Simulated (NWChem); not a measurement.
# Total energies of Te (+1)

SMILES: [Te+]
```xyz
1

Te     0.0000     0.0000     0.0000
```
Charge +1, spin multiplicity 4.

Everything below was run with NWChem.

Basis set: def2-SVP (26 functions).

```json
[
 {"method": "UHF", "total energy (Ha)": "-266.71416"},
 {"method": "UMP2", "total energy (Ha)": "-266.77604"},
 {"method": "UB2PLYP", "total energy (Ha)": "-267.38453"},
 {"method": "UPBE", "total energy (Ha)": "-267.64501"},
 {"method": "UB3LYP", "total energy (Ha)": "-267.73929"},
 {"method": "Ur2SCAN", "total energy (Ha)": "-267.75916"}
]
```

Total energies of different functionals aren't comparable as a measure of quality: only differences taken within one method are. 

Effective core potentials replace the inner electrons of Te; spin-orbit coupling is left out. The correlated methods keep 4 core orbitals frozen. B3LYP has NWChem's definition, with VWN1-RPA local correlation. No SCF solution was tested for a lower state. Open-shell Hartree-Fock references start from PBE0 orbitals.
